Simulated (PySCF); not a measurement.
N+: excitation energy

N+ [He] 2s2 2p2 (3P) → N+ [He] 2s1 2p2 3d1 (high-spin determinant), as a difference of total energies. All numbers are calculated (PySCF 2.14, scalar relativity by spin-free X2C-1e, in aug-cc-pCVTZ-DK). Correlated levels: valence: 1s2 frozen. The calculations carry no spin-orbit coupling.

```json
{"method": "UHF", "excitation energy (eV)": "29.792"}
{"method": "MP2 (valence)", "excitation energy (eV)": "31.280"}
{"method": "SCS-MP2 (valence)", "excitation energy (eV)": "31.716"}
{"method": "CCSD (valence)", "excitation energy (eV)": "31.610"}
{"method": "CCSD(T) (valence)", "excitation energy (eV)": "31.607"}
```

Q: How much does correlation contribute at CCSD(T) (valence)?

A: 31.607 − (29.792) = 1.815 eV, measured against UHF.

The upper state lies above the first ionisation limit, but in LS coupling its spin forbids autoionisation to the ground ion. A Rydberg-like electron needs more diffuse functions than a valence basis has.

The promoted electron is Rydberg-like, and one or two diffuse shells describe it only roughly, which tends to raise the upper state.

The coupled-cluster amplitudes are large for the upper state (T1 above 0.03 or a double amplitude above 0.15), so a single reference is strained.

The determinant of the upper state mixes LS terms, which raises its energy above the lowest term, most at the Hartree-Fock and MP2 levels.
